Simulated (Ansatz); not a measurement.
Input file for Ansatz (a first-principles code): R-CCSD(T)/aug-cc-pV(T+d)Z on HF (SMILES F). Files ending in .json are basis or fitting sets from the Basis Set Exchange.

Ansatz 0.2 input:
```yaml
crystal:
  periodic: [false, false, false]
  atoms:
    - {symbol: F, position_ang: [0.31125763, 0.51762906, -0.58608291]}
    - {symbol: H, position_ang: [0.47660562, 0.05954985, 0.22383835]}
basis:
  gaussian:
    orbitals: aug-cc-pV_T+d_Z.json
magnetization: {spin_polarized: false}
correlation: {method: ccsd_t, electrons: outside_noble_gas}
scf: {lower_state_search: off}
```

The log:

```
WARN ansatz: RAYON_NUM_THREADS=1 ignored (pool sized by the plan → 1); use --threads N
Functional definition: HF
these checks for a lower state are left out or cut short: stability, starts, cluster_reference, orbital_swaps, neighbouring_geometries, increment
integrals: 0.04 GiB planned
415 factors; integrals over basis functions are off by at most 1.6e-3 eV
mean field: 0.07 GiB planned
mean field evaluation 1: about -2721.7524 eV, gradient 2.5e1 eV
mean field evaluation 2: about -2721.7523 eV, gradient 2.5e1 eV
mean field evaluation 4: about -2722.7393 eV, gradient 1.2e0 eV
mean field evaluation 8: about -2722.7446 eV, gradient 6.4e-5 eV
mean field -2722.74463691 eV, -100.0590198640 hartree, gradient 2.4e-6 eV, S^2 0.000000; 0 other end points of the search recorded, 0 dependent functions left out
1 core orbitals not correlated
reference -2722.74463691 eV, -100.0590198640 hartree; 4, 4 occupied and 64, 64 virtual orbitals, 415 factors
second order -7.65480652 eV of doubles, -0.00000000 eV of singles
coupled cluster: 0.12 GiB planned
cycle   1  -7.52532987 eV  change    1.3e-1 eV  update   4.8e-2
cycle   2  -7.65383176 eV  change   -1.3e-1 eV  update   1.3e-2
cycle   3  -7.68645574 eV  change   -3.3e-2 eV  update   5.8e-3
cycle   4  -7.68103496 eV  change    5.4e-3 eV  update   9.7e-4
cycle   5  -7.68077753 eV  change    2.6e-4 eV  update   3.0e-4
cycle   6  -7.68086772 eV  change   -9.0e-5 eV  update   7.4e-5
cycle   7  -7.68083914 eV  change    2.9e-5 eV  update   2.1e-5
cycle   8  -7.68082964 eV  change    9.5e-6 eV  update   5.5e-6
cycle   9  -7.68082865 eV  change    9.9e-7 eV  update   1.5e-6
perturbative correction -0.20919099 eV, -0.0076876270 hartree
Total energy: -2730.63465655 eV, -100.3489727376 hartree
Checks for a lower state left out: stability, starts, cluster_reference, orbital_swaps, neighbouring_geometries, increment
```

Self-consistency was reached.

Cost: around 1.0 core-seconds (rough).
